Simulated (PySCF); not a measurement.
C₂H₃AlBrF, SMILES C=[CH][Al]([F])[Br]. Atoms are numbered in the order given.

```xyz
8

Al     0.6740     0.6114     0.0000
F      2.3365     0.5936     0.0000
Br    -0.3879    -1.3770     0.0000
C     -0.3202     2.2578     0.0000
C     -1.6647     2.2655     0.0000
H      0.1946     3.2282     0.0000
H     -2.2467     3.1958     0.0000
H     -2.2514     1.3390     0.0000
```

Coordinates come from a B3LYP-D3(BJ)/def2-SVP optimisation. The structure was generated by enumeration; whether it is a known compound was not checked. One conformer was computed; it need not be the lowest.

These are PBE/pcSseg-1 in PySCF values and carry that method's errors.

GIAO shieldings, no solvent; atoms listed in one row are averaged. δ = σ(ref) − σ: ¹⁹F against CFCl3 (σ = 133.6 ppm); ¹³C against TMS (σ = 182.0 ppm); ¹H against TMS (σ = 31.49 ppm), references at their B3LYP-D3(BJ)/def2-TZVP geometries, non-relativistic (without spin–orbit terms, shifts of atoms bonded to Cl or Br come out too high).

Computed chemical shifts:
```csv
nucleus,atoms,count,δ (ppm)
¹⁹F,F2,1,-148.7
¹³C,C5,1,161.9
¹³C,C4,1,140.1
¹H,H7,1,7.38
¹H,H8,1,7.08
¹H,H6,1,6.46
```
